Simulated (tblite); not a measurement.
C4H7F3OSi2.
Z-matrix (Å and degrees, GFN2-xTB geometry), rows numbered from 1:
```
O 
C   1  1.2047
C   2  1.4603  1  123.71
Si  3  1.9002  2  114.78  1    -9.19
C   3  1.3354  2  118.26  1   168.33
C   5  1.4830  3  124.96  2  -178.14
F   6  1.3729  5  111.72  3    39.66
F   6  1.3754  5  109.77  3   154.65
Si  6  1.9549  5  113.47  3   -84.20
F   9  1.6059  6  104.93  5    12.32
H   2  1.1094  1  121.00  3   178.94
H   4  1.4691  3  106.96  2  -146.88
H   4  1.4571  3  108.16  2   -29.23
H   4  1.4604  3  107.80  2    93.14
H   5  1.0854  3  121.71  2     3.03
H   9  1.4474  6  109.21  5   127.78
H   9  1.4508  6  107.96  5  -100.74
```

Computed values, GFN2-xTB/tblite, gas phase, harmonic and unscaled. This tight-binding method is rough: wavenumbers can miss measured ones by several per cent, in bad cases by 10 to 20. Modes of hydrogen on silicon can be 10 to 20 % off. One conformer, not necessarily the lowest.

Harmonic wavenumbers (cm⁻¹): 36.8, 47.0, 53.5, 88.9, 106.7, 131.1, 184.0, 194.3, 220.1, 245.8, 283.7, 316.5, 368.6, 391.5, 509.6, 516.1, 529.1, 546.1, 572.8, 604.6, 674.9, 682.0, 701.3, 725.7, 748.9, 773.6, 808.0, 818.7, 835.7, 925.9, 962.2, 1009.2, 1139.9, 1160.3, 1271.8, 1372.6, 1648.1, 1737.7, 2212.6, 2295.8, 2330.6, 2383.9, 2410.6, 2737.2, 3016.5.

A = 1369, B = 615.9, C = 580.3 MHz; mass 183.999 u (most abundant isotopes); point group C1, symmetry number 1.

Zero-point energy?

½Σν̃ = 20665 cm⁻¹ = 59.09 kcal/mol.

Entropy at 200 K, 1 bar (ideal gas, RRHO, classical rotation)?

Translation 39.58, rotation 29.67, vibration 30.18: S = 99.4 cal/(mol K).

And Cp and H(200 K) − H(0)?

Cp = 37.63 cal/(mol K), of which vibrations give 29.68 (their classical limit is 45 R = 89.4); H(200 K) − H(0) = 4.73 kcal/mol without the zero-point energy, 3.14 from vibrations.

Which modes carry the vibrational entropy at 200 K?

36.8 cm⁻¹: 4.63; 47.0 cm⁻¹: 4.15; 53.5 cm⁻¹: 3.90; 88.9 cm⁻¹: 2.91; 106.7 cm⁻¹: 2.56; 131.1 cm⁻¹: 2.18 cal/(mol K); the other 39 give 9.85 together.

How do the functions run with temperature in this model?

```
 T (K)  S (cal/(mol K))  Cp (cal/(mol K))  H − H(0) (kcal/mol)  G − H(0) (kcal/mol)  ln q(vib)
   150             89.6              31.1                 3.01               -10.42       5.27
   250            108.5              43.7                 6.77               -20.35       9.23
298.15            116.7              49.0                 9.01               -25.78      11.06
   400            132.4              58.0                14.48               -38.47      14.78
   600            158.3              69.7                27.34               -67.64      21.48
   900            188.7              79.8                49.91              -119.88      30.17
```

q(vib) and H(0) count from the zero-point level.

What must be added to the electronic energy to get the Gibbs energy at 200 K and 1 bar?

ZPE + [H(200 K) − H(0)] − T·S = 59.09 + 4.73 − 19.89 = 43.93 kcal/mol.

Blend soft modes into free rotors: weight 1/[1 + (100 cm⁻¹/ν̃)⁴] for the oscillator and the rest for a rotor with moment μB/(μ + B), μ = h/(8π²ν), B = 10⁻⁴⁴ kg m². What vibrational entropy results?

27.18 cal/(mol K) in place of 30.18, which changes −T·S at 200 K by +0.60 kcal/mol.

Hindered rotation and anharmonicity are outside this model. Other conformers, if any are populated, would add a mixing term that is left out. The structure is chiral; the term R ln 2 for an equal mix with its mirror image is left out.
